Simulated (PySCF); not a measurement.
ZnI, SMILES [Zn][I] (connectivity only; charge and spin as stated), neutral, multiplicity 2. Atoms are numbered in the order given.

```xyz
2

Zn     0.0000     0.0000    -1.6171
I      0.0000     0.0000     0.9153
```
Charge 0, spin multiplicity 2.

The structure is a stationary point at PBE-D3(BJ)/def2-TZVP. The spin state was assumed, not searched. The def2 effective core potentials stand for the cores of I; spin–orbit coupling is left out.

Calculation: PBE-D3(BJ)/def2-TZVP (PySCF 2.14.0).

Frequencies are harmonic and unscaled.

| mode | ν (cm⁻¹) | IR (km/mol) | moving atoms (share of kinetic energy) |
|---|---|---|---|
| 1 | 204 | 13.1 | Zn 66 %, I 34 % |
